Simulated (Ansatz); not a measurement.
C$_{2}$H$_{9}$FN$_{2}$Si (`CN(C)[SiH](N)F`), relaxed with RKS PBE0-D4/def2-TZVP in Ansatz 0.2.0 from a GFN2-xTB geometry. The force threshold is 0.005 eV/Å; the program also tests the step.

The species carries charge 0 and has multiplicity 1.

Start:

```xyz
15

C    -0.831   -0.508   -1.219
N    -0.402    0.215   -0.047
C    -1.487    0.932    0.580
Si    0.983   -0.266    0.835
N     2.232   -0.511   -0.313
F     1.238    0.958    1.867
H     0.018   -1.019   -1.663
H    -1.255    0.188   -1.949
H    -1.600   -1.252   -0.974
H    -1.926    1.633   -0.135
H    -1.114    1.490    1.433
H    -2.277    0.252    0.921
H     0.937   -1.435    1.702
H     2.361    0.164   -1.050
H     3.123   -0.842    0.013
```

Question: How much energy does the relaxation release, and in how many steps? (Estimate.)

Answer: Computed: 5.47 kJ/mol, in 8 steps.

Question: Which bonds change most? (Best estimate.)

Answer: The calculation gave: Si4–H13 from 1.456 to 1.484 Å; Si4–N5 from 1.715 to 1.695 Å; Si4–F6 from 1.621 to 1.605 Å; N2–Si4 from 1.711 to 1.703 Å.

Question: Give the relaxed structure. (Estimate.)

Answer: Ansatz gave: 
```xyz
15

C    -0.840   -0.551   -1.193
N    -0.436    0.157   -0.001
C    -1.498    0.938    0.586
Si    1.004   -0.222    0.825
N     2.256   -0.405   -0.302
F     1.194    0.975    1.877
H    -0.006   -1.127   -1.597
H    -1.173    0.151   -1.968
H    -1.671   -1.243   -0.997
H    -1.862    1.690   -0.126
H    -1.146    1.462    1.474
H    -2.356    0.313    0.871
H     1.026   -1.452    1.656
H     2.446    0.283   -1.012
H     3.062   -0.970   -0.092
```
